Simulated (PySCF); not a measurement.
Mo(O)2(OH)(NH2) (H3MoNO3), SMILES [NH2][Mo](=[O])(=[O])[OH], multiplicity 1. Atoms are numbered in the order given.

```xyz
8

Mo     0.0608     0.0204     0.0000
O      1.0181     0.1745    -1.3848
O      1.0181     0.1745     1.3848
O     -1.2948     1.3307     0.0000
H     -1.1772     2.2898     0.0000
N     -0.7819    -1.7185     0.0000
H     -0.9172    -2.2779    -0.8406
H     -0.9172    -2.2779     0.8406
```
Charge 0, spin multiplicity 1.

Geometry optimised at B3LYP-D3(BJ)/def2-SVP. The geometry has at least one imaginary mode, so it is a saddle point at that level. The spin state was assumed, not searched. The def2 effective core potentials stand for the cores of Mo; spin–orbit coupling is left out. Other conformers were not sampled.

The numbers are results of r2SCAN/def2-TZVP run with PySCF, not measurements.

ESP charges are fitted to the potential on shells at 1.4 to 2.0 van der Waals radii. Atomic charges (e):

```
atom     ESP fit  Mulliken
----  ----------  --------
Mo1   (withheld)      1.79
O2         -0.50     -0.58
O3         -0.50     -0.58
O4         -0.70     -0.73
H5    (withheld)      0.35
N6    (withheld)     -0.80
H7          0.39      0.27
H8          0.39      0.27
```

What belongs in the gaps? (Estimate from the structure and the level; the computed values follow.)


- Mo1, ESP fit: 1.43
- H5, ESP fit: 0.43
- N6, ESP fit: -0.95
